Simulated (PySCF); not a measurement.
Structure elucidation problem

An unknown has the formula C5H5F5. Its calculated NMR data are:

$^{1}$H NMR (400 MHz, computed): δ 1.46 (m, 1H), 0.93 (m, 2H), 0.79 (m, 2H).

$^{13}$C{$^{1}$H} NMR (computed): δ 129.5, 122.8, 14.9, 4.1.

PySCF 2.14 calculation with coordinates at the GFN2-xTB level and PBE0/pcSseg-1 with gauge-including orbitals; non-relativistic, one conformer, gas phase, fast rotation and ring inversion assumed for equivalent nuclei.

Chemical shifts δ = σref − σ; $^{1}$H (σ = 31.72 ppm), $^{13}$C (σ = 186.93 ppm) against TMS, all at this level.

Question: What is the structure?

Answer: 
Rings plus π bonds: 1 (1 ring in the answer). 4 carbon signals for 5 carbons: some carbons are equivalent by symmetry or fast rotation. Carbon types of the structure: 2 × C, 1 × CH, 2 × CH2, which accounts for all hydrogens. δC 129.5: CF3 carbon; 3 electronegative neighbours deshield it. δC 122.8: fully substituted sp3 carbon bonded to 2 F; 2 electronegative neighbours deshield it. δC 14.9, 4.1: three-membered-ring carbon; carbons of three-membered rings are unusually shielded. δH 1.46, 0.93, 0.79: hydrogen on a three-membered-ring carbon; cyclopropane-type protons are shielded by the ring.

These data were computed for SMILES C1C(C(C(F)(F)F)(F)F)C1.

This is the structure that produced the data.

Splittings by $^{19}$F in the carbon and heteronuclear signals aren't shown, as no couplings were computed. Shifts are as computed. Against solution values, carbons near 30 ppm lie about +3 ppm off and those near 130 ppm about +5 ppm. Of 1211 compounds with measured shifts, 218 miss one by over three times the rms of a fit or turn the order of signals round; such compounds aren't used in these exercises. No couplings were computed; multiplicities are counted from neighbouring protons, with m where these are inequivalent, close in shift, in a saturated or five-membered ring or joined by F or P, and br s for small geminal =CH2 splittings.
